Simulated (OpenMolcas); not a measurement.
V I: the spin-orbit constant, worked from levels

* Program: OpenMolcas
* Basis: ANO-R3 [7s5p5d3f2g1h]
* Scalar Hamiltonian: X2C, finite nucleus
* Active space: 5 electrons in 6 orbitals (3d 4s)
* State averaging: 2S+1 = 4 even, 50 roots; 2S+1 = 6 even, 5 roots kept (CI in the orbitals of an earlier block); 2S+1 = 2 even, 91 roots kept (CI in the orbitals of an earlier block)
* Spin-orbit coupling: state interaction with AMFI integrals over the reference wave functions, term energies averaged over their components

Methods: CASSCF; MS-CASPT2, IPEA 0.25 Eh, imaginary shift 0.1 Eh (closed shells correlated: 3s 3p). Measured levels: NIST Handbook of Basic Atomic Spectroscopic Data.

**The spin-orbit constant.** For the Hund term ⁴F of d3, E(J) = (A/2) J(J+1) + constant and ζ = 2S·A = 3A. From J = 3/2 to J = 9/2 the energy changes by 10.5 A.

```json
{"Source": "CASSCF", "E(9/2) - E(3/2)": "496.4", "A": "47.3", "ζ": "142"}
{"Source": "MS-CASPT2", "E(9/2) - E(3/2)": "506.0", "A": "48.2", "ζ": "145"}
{"Source": "measured", "E(9/2) - E(3/2)": "553.0", "A": "52.7", "ζ": "158"}
```

All in cm-1. MS-CASPT2 is off by -8.5 % and CASSCF by -10.2 %. Both methods take the spin-orbit matrix elements from the reference wave functions, so the second can move ζ only through the term energies and any multistate remixing. Second-order mixing with other terms is absorbed into this ζ.

CASPT2 does not keep the components of a term degenerate, so their means are used; among the terms shown or strongly mixed into the levels shown the widest spread is 4000 cm-1 (3d³ 4s² ⁴F, MS-CASPT2). Over all roots computed the reference weight is 0.82 to 0.90 in MS-CASPT2; the roots of lowest weight are the least certain, and an intruder state may touch them. Configurations are named by rounded mean occupations; where the s occupation lies near a half they are strongly mixed, a name can repeat and a true partner stay unpaired. Without dynamic correlation excited terms often stand tens of per cent too high (terms of higher spin than the ground term too low), and those without a measured partner can miss by more than the paired ones (holds for CASSCF). The lowest computed level is not the ground level that NIST lists (4F3/2) (holds for CASSCF). Blocks of more than 70 roots (2S+1 = 2 even) ran without multistate coupling (holds for MS-CASPT2). Computed and measured levels are paired by configuration, term and J; levels that our copy of the source lacks, or whose pairing is in doubt (as where it misses far off the trend of its configuration), stay unpaired and out of the deviations. Levels of configurations outside the active space are missing.
